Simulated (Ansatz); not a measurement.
Kohn–Sham single points on CH$_{8}$GaN, SMILES `C[NH2+][GaH3-]`.

```yaml
crystal:
  periodic: [false, false, false]
  atoms:
    - {symbol: C, position_ang: [1.119645, -0.770981, 0.401688]}
    - {symbol: N, position_ang: [0.362998, 0.484939, 0.402580]}
    - {symbol: Ga, position_ang: [-1.437955, 0.394002, -0.736375]}
    - {symbol: H, position_ang: [2.039078, -0.708035, 0.989125]}
    - {symbol: H, position_ang: [1.365810, -1.030481, -0.627646]}
    - {symbol: H, position_ang: [0.486738, -1.561042, 0.805039]}
    - {symbol: H, position_ang: [0.110972, 0.751764, 1.348071]}
    - {symbol: H, position_ang: [0.922774, 1.241791, 0.025090]}
    - {symbol: H, position_ang: [-0.801532, 0.044559, -2.143553]}
    - {symbol: H, position_ang: [-2.151689, -0.776024, 0.056664]}
    - {symbol: H, position_ang: [-1.951538, 1.872607, -0.500083]}
basis:
  gaussian: {orbitals: def2-TZVPP}
hamiltonian: {xc: {name: BLYP}, dispersion: d4}
output: {orbitals: {seedname: orbitals}}
```

```sh
$ ansatz run in.yaml --threads 2 --pin off --events-out ev --progress --plain
```

Shortened log:

```
Functional definition: BLYP
1175 factors; their error is unknown
mean field evaluation 1: about -55025.4672 eV, gradient 7.8e1 eV
mean field evaluation 2: about -55000.4383 eV, gradient 1.3e2 eV
mean field evaluation 4: about -55036.6886 eV, gradient 9.8e0 eV
mean field evaluation 8: about -55036.8559 eV, gradient 2.3e-1 eV
mean field evaluation 16: about -55036.8281 eV, gradient 1.7e-4 eV
mean field -55036.82810618 eV, -2022.5661276002 hartree, gradient 3.3e-5 eV, S^2 0.000000; 0 other end points of the search recorded, 0 dependent functions left out
reference -55036.82848729 eV, -2022.5661416055 hartree; 26, 26 occupied and 196, 196 virtual orbitals, 1175 factors
Total energy: -55037.24343225 eV, -2022.5813905516 hartree
```

Hardware: 2 threads of a server CPU on a shared host. Wall time 2.9 s, peak host memory 0.25 GiB.

The same input with `hamiltonian: {xc: pbe0, dispersion: d4}` (abridged; 3.8 s):

```
Functional definition: PBE0
mean field -55026.37856320 eV, -2022.1821139786 hartree, gradient 2.1e-5 eV, S^2 0.000000
Total energy: -55026.53513784 eV, -2022.1878679907 hartree
```

Changing it to `hamiltonian: {xc: {name: CAM-B3LYP}, dispersion: d4}` (abridged; 4.7 s):

```
Functional definition: CAM-B3LYP
mean field evaluation 16: about -55038.4539 eV, gradient 4.4e-5 eV
mean field -55038.45391443 eV, -2022.6258749515 hartree, gradient 4.4e-5 eV, S^2 0.000000
Total energy: -55038.61161661 eV, -2022.6316703995 hartree
```

Changing it to `hamiltonian: {xc: {name: PBE-QIDH}}` (abridged; 7 s):

```
Functional definition: PBE-QIDH
mean field evaluation 16: about -55010.2357 eV, gradient 4.1e-6 eV
mean field -55010.23571850 eV, -2021.5888753778 hartree, gradient 4.2e-6 eV, S^2 0.000000
11 core orbitals not correlated: weight in the atoms' cores, before any rotation towards them, 1.000 or more for the frozen orbitals, at most 0.000 for the correlated occupied ones
second order -20.22383619 eV of doubles, -0.00000000 eV of singles
Total energy: -55016.97701106 eV, -2021.8366133099 hartree
```

The same input with `hamiltonian: {xc: pbe, dispersion: d4}` and forces (abridged; 3.5 s):

```
Functional definition: PBE
mean field evaluation 16: about -55024.7839 eV, gradient 2.5e-4 eV
mean field -55024.78385451 eV, -2022.1235095153 hartree, gradient 2.5e-5 eV, S^2 0.000000
Total energy: -55024.97070937 eV, -2022.1303763048 hartree
Atom 0 force     0.089718    -0.098636     0.018647 eV/Å
Atom 1 force    -0.172469    -0.030502    -0.117110 eV/Å
Atom 2 force    -0.122829     0.003704    -0.074106 eV/Å
Atom 3 force     0.196560    -0.005984     0.118343 eV/Å
Atom 4 force     0.048570    -0.060248    -0.207691 eV/Å
Atom 5 force    -0.125738    -0.165655     0.076539 eV/Å
Atom 6 force    -0.083260     0.102583     0.307288 eV/Å
Atom 7 force     0.176412     0.259310    -0.115944 eV/Å
Atom 8 force     0.030822    -0.015592    -0.051175 eV/Å
Atom 9 force    -0.021213    -0.047124     0.033759 eV/Å
Atom 10 force    -0.016572     0.058145     0.011451 eV/Å
Dipole moment:     0.893492     0.009360     0.551846 e Å
```

Changing it to `hamiltonian: {xc: {name: B3LYP}, dispersion: d4}` and forces (abridged; 6.5 s):

```
Functional definition: B3LYP
mean field evaluation 16: about -55038.2592 eV, gradient 1.0e-5 eV
mean field -55038.25921209 eV, -2022.6187197723 hartree, gradient 1.0e-5 eV, S^2 0.000000
Total energy: -55038.56012086 eV, -2022.6297779656 hartree
Atom 0 force     0.168175    -0.297322    -0.006753 eV/Å
Atom 1 force    -0.030943     0.223201     0.063707 eV/Å
Atom 2 force    -0.135706     0.004290    -0.081776 eV/Å
Atom 3 force    -0.045076    -0.011913    -0.032114 eV/Å
Atom 4 force    -0.002320     0.011011     0.062077 eV/Å
Atom 5 force     0.046054     0.039990    -0.016535 eV/Å
Atom 6 force     0.008751     0.018730    -0.001555 eV/Å
Atom 7 force    -0.002563     0.011894     0.016835 eV/Å
Atom 8 force    -0.013863     0.003724     0.016972 eV/Å
Atom 9 force     0.005645     0.015704    -0.014717 eV/Å
Atom 10 force     0.001846    -0.019310    -0.006140 eV/Å
Dipole moment:     0.897825     0.006615     0.553493 e Å
```

B3LYP takes the VWN-RPA correlation (the form of Gaussian; ORCA's B3LYP/G).
